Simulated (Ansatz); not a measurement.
[MoO2S2]2- (MoS2O2²⁻). Charge -2, multiplicity 1. Geometry relaxed at PBE-D4/def2-SVPD.

```tsv
atom	x (Å)	y (Å)	z (Å)
Mo1	0.0067	0.0427	-0.0875
O2	-1.3297	0.6508	-1.0398
O3	1.4842	0.3352	-0.9785
S4	-0.2512	-2.1993	0.2169
S5	0.0900	1.1707	1.8889
```

In the def2 sets Mo takes a core potential; there is no spin–orbit coupling. A multiply charged anion in the gas phase is held together partly by the finite basis.

Question: Estimate the harmonic wavenumbers at RKS PBE-D4/def2-SVPD (Ansatz, unscaled). Is this a minimum?

Answer: 149, 202, 223, 256, 307, 421, 432, 858, 877 cm⁻¹. Yes, no mode is imaginary beyond noise. Zero-point energy 22.3 kJ/mol. Run time 28 s (4 threads of Arm Neoverse V2 on a shared host).
